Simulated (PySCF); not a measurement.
Te(SMe)2 (C₂H₆S₂Te), SMILES CS[Te]SC.

Geometry: B3LYP-D3(BJ)/def2-SVP. The def2 effective core potentials stand for the cores of Te; spin–orbit coupling is left out. The values are those of a single conformer.

Two levels are set side by side: PBE/def2-TZVP (PySCF) and r2SCAN/def2-TZVP (PySCF). Same geometry, gas phase. Differences are taken from unrounded values.

| quantity | r2SCAN | PBE | PBE minus r2SCAN |
|---|---|---|---|
| orbital gap (eV) | 3.35 | 2.99 | -0.36 |
| highest occupied level (eV) | -5.70 | -5.46 | 0.24 |
| lowest empty level (eV) | -2.35 | -2.47 | -0.12 |
| dipole moment (D) | 2.92 | 2.77 | -0.15 |
| mean polarisability (bohr³) | 107.8 | 110.4 | 2.6 |

Rough cost on one machine, each run with all the roots and properties that it gave: r2SCAN against PBE about 3 times.
